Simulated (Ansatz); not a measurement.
CH8AlBSi (`BC[SiH2][AlH2]`), relaxed with RKS PBE-D4/def2-SVP in the Gaussian-basis code of Ansatz from a rough embedded geometry. The force threshold is 0.03 eV/Å; the program also tests the step.

Total charge 0; spin multiplicity 1.

Start:

```xyz
12

B     0.520   -1.794   -1.245
C     0.268   -1.017    0.075
Si   -0.201    0.703   -0.368
Al   -0.572    2.034    1.585
H     1.611   -2.336   -1.405
H    -0.295   -2.021   -2.042
H    -0.550   -1.458    0.635
H     1.213   -0.967    0.703
H    -1.405    0.723   -1.257
H     0.901    1.364   -1.152
H    -2.049    2.615    1.814
H     0.559    2.152    2.657
```

| step | energy (eV) | largest force (eV/Å) | largest move (Å) |
| --- | --- | --- | --- |
| 1 | -16300.0733 | 1.965 | 0.000 |
| 2 | -16300.2534 | 1.117 | 0.196 |
| 3 | -16300.3565 | 0.567 | 0.088 |
| 4 | -16300.3970 | 0.226 | 0.200 |
| 5 | -16300.4153 | 0.198 | 0.094 |
| 6 | -16300.4319 | 0.082 | 0.198 |
| 7 | -16300.4328 | 0.050 | 0.094 |
| 8 (rejected) | -16300.4322 | 0.219 | 0.024 |
| 9 | -16300.4338 | 0.016 | 0.012 |

End:

```xyz
12

B     0.579   -1.727   -1.207
C     0.211   -1.167    0.178
Si   -0.212    0.637   -0.435
Al   -0.556    2.025    1.568
H     1.728   -1.672   -1.611
H    -0.292   -2.149   -1.948
H    -0.725   -1.539    0.640
H     1.025   -1.063    0.923
H    -1.406    0.588   -1.352
H     0.944    1.177   -1.246
H    -1.925    2.812    1.843
H     0.629    2.077    2.646
```

Run time 19 s (4 threads of a server CPU on a shared host); peak host memory 0.17 GiB.
